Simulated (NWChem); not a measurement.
Molecule: AuPH₄S; SMILES [SH][Au]<-[PH3]

```xyz
7

Au     0.0036     0.0341     0.0000
S      0.0541     2.3437     0.0001
H     -1.3036     2.4884     0.0002
P      0.0108    -2.2554     0.0001
H     -1.2539    -2.9203     0.0116
H      0.6320    -2.9639     1.0766
H      0.6126    -2.9647    -1.0869
```
Atoms are numbered in this order, from 1.

Program: NWChem. Medium grid unless said otherwise, to which SCAN and Minnesota functionals are sensitive. Geometry: optimised at PBE-D3(BJ)/def2-SVP. def2 effective core potentials on Au; no spin-orbit coupling. Total energies of different functionals are on different scales.

```csv
level,energy (Ha),highest occupied level (eV),orbital gap (eV),dipole (D)
B3LYP/def2-SVP,-877.5840,-5.66,4.79,6.29
PBE/def2-SVP,-877.2023,?,3.42,5.97
BHandHLYP/def2-SVP,-877.3452,-6.81,6.90,6.89
TPSSh/def2-SVP,-877.5016,-5.35,4.32,6.36
M06-2X/def2-SVP,-877.3323,-6.94,6.96,6.93
KT2/def2-SVP,-884.2219,-4.90,3.42,6.03
OLYP/def2-SVP,-877.6828,-4.66,3.41,6.03
revPBE/def2-SVP,-877.4457,-4.81,3.43,5.99
B97-2/def2-SVP,-877.7044,-5.67,4.96,6.57
```

**Question.** Complete the blanks.

**Answer.** 
- PBE/def2-SVP, highest occupied level (eV): -4.85
